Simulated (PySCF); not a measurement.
Computed structure and properties of [Y(H2O)]3+

System: [Y(H2O)]3+ (singlet); start: template (C2v). Method: PySCF 2.14.0, RKS PBE0, Y def2-SVP with ECP28, O def2-SVP, H def2-SVP; non-relativistic Hamiltonian with scalar-relativistic core potentials where named; density fitting; no spin-orbit coupling.

Input of the relaxation:

```python
mol = gto.M(atom='''
Y      0.00000     0.00000    -0.41541
O      0.00000     0.00000     1.98459
H      0.77000    -0.00000     2.57459
H     -0.77000     0.00000     2.57459''',
    basis={'Y': 'def2-SVP', 'O': 'def2-SVP', 'H': 'def2-SVP'},
    ecp={'Y': 'def2-SVP'},
    charge=3, spin=0)
mf = dft.RKS(mol, xc='PBE0')
mf.grids.atom_grid = (50, 194)
mf = mf.density_fit()  # fitting sets: Y def2-universal-JKFIT, O def2-universal-JKFIT, H def2-universal-JKFIT
mf.conv_tol = 1e-08; mf.max_cycle = 55
mf.kernel(dm0)  # dm0: converged density of the start geometry
# quasi-Newton relaxation in Cartesian coordinates to a largest gradient under 0.00045 Eh/bohr, steps kept in the point group
```

Run from Python with OMP_NUM_THREADS=2; the lines above give its settings. Where DIIS fails, smearing, a level shift and second-order steps follow.
It took 5 s on 2 threads of Intel(R) Xeon(R) Platinum 8488C (Sapphire Rapids), on a shared host, from the converged density of the start.

Course of the relaxation:

| step | energy above end (eV) | largest force component within the symmetry (eV/Å) |
| --- | --- | --- |
| 0 | 0.3709 | 3.429 |
| 1 | 0.1646 | 1.699 |
| 2 | 0.0247 | 1.509 |
| 3 | 0.0043 | 0.278 |
| 4 | 0.0006 | 0.087 |
| 5 | 0.0000 | 0.006 |
| 6 | 0.0000 | 0.001 |

Relaxed geometry (C2v):

```xyz
4

Y     0.0000    0.0000   -0.2362
O     0.0000    0.0000    1.8994
H     0.7836    0.0000    2.5276
H    -0.7836    0.0000    2.5276
```

```
    contact      Å
Y1–O2 (H2O)  2.136
```

On the finer grid (75, 302):

| Item | Value |
| --- | --- |
| HOMO | -28.60 eV |
| LUMO | -21.24 eV |
| Dipole about the centre of mass | 1.28 D |
| Set of Mulliken populations of Y1 outside the core potential | s 2.05, p 6.06, d 0.35, f 0.05 |
| D3(BJ) dispersion energy (not in the energies) | -0.049 eV |

```json
{"atom": "Y1", "Mulliken (e)": "2.49", "Löwdin (e)": "2.34", "spin (e)": "0.00"}
{"atom": "O2", "Mulliken (e)": "-0.24", "Löwdin (e)": "0.15", "spin (e)": "0.00"}
{"atom": "H3", "Mulliken (e)": "0.38", "Löwdin (e)": "0.25", "spin (e)": "0.00"}
{"atom": "H4", "Mulliken (e)": "0.38", "Löwdin (e)": "0.25", "spin (e)": "0.00"}
```

On the grid (50, 194), as all that follows. Harmonic modes: a minimum; lowest 512 cm⁻¹ (negative: unstable), highest 3376 cm⁻¹, zero-point energy 0.640 eV.

Taking off one H2O (charge 0, singlet; the rest: singlet) in vacuum, both parts rigid, costs 5.51 eV; the small basis without counterpoise inflates it. Parting with an electron moved from the ligand to the metal can be far cheaper, even downhill.

Rigid scan of H2O along the line from its metal:

```csv
distance to O2 (Å),energy (eV)
1.84,1.049
1.94,0.397
2.04,0.084
2.14,0.000
2.24,0.063
2.34,0.219
2.54,0.670
```

One start shape was tried, so this needn't be the lowest isomer.
